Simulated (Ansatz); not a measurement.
Mulliken charges of `[OH][W]([F])([F])([Cl])([Cl])[Cl]` from r2SCAN/def2-TZVPP in Ansatz (PBE0-D4/def2-TZVP geometry).

```json
{"atom": "O1", "x (Å)": "-0.583", "y (Å)": "-1.364", "z (Å)": "0.583", "charge (e)": "-0.301"}
{"atom": "W2", "x (Å)": "0.219", "y (Å)": "0.143", "z (Å)": "-0.124", "charge (e)": "1.126"}
{"atom": "F3", "x (Å)": "0.948", "y (Å)": "0.607", "z (Å)": "1.510", "charge (e)": "-0.234"}
{"atom": "F4", "x (Å)": "-0.370", "y (Å)": "-0.257", "z (Å)": "-1.829", "charge (e)": "-0.234"}
{"atom": "Cl5", "x (Å)": "0.881", "y (Å)": "2.181", "z (Å)": "-0.912", "charge (e)": "-0.166"}
{"atom": "Cl6", "x (Å)": "-1.803", "y (Å)": "1.167", "z (Å)": "0.409", "charge (e)": "-0.257"}
{"atom": "Cl7", "x (Å)": "2.154", "y (Å)": "-0.948", "z (Å)": "-0.605", "charge (e)": "-0.169"}
{"atom": "H8", "x (Å)": "-1.448", "y (Å)": "-1.529", "z (Å)": "0.968", "charge (e)": "0.236"}
```

Q: By hand: the dipole of these point charges (1 e Å = 4.8032 D).

A: Σ q r = (-0.102, -0.373, 0.137) e Å, of length 0.410 e Å = 1.97 D.

Q: How does the dipole of the full density compare? (An estimate is asked.)

A: The calculation gave: (-0.211, -0.356, 0.176) e Å, 2.16 D; the point charges give 0.91 times that, at 15° from its direction.

Point charges leave out the atoms' own dipoles, such as those of lone pairs, and Mulliken's split depends on the basis, so the close match here is no proof of good charges.
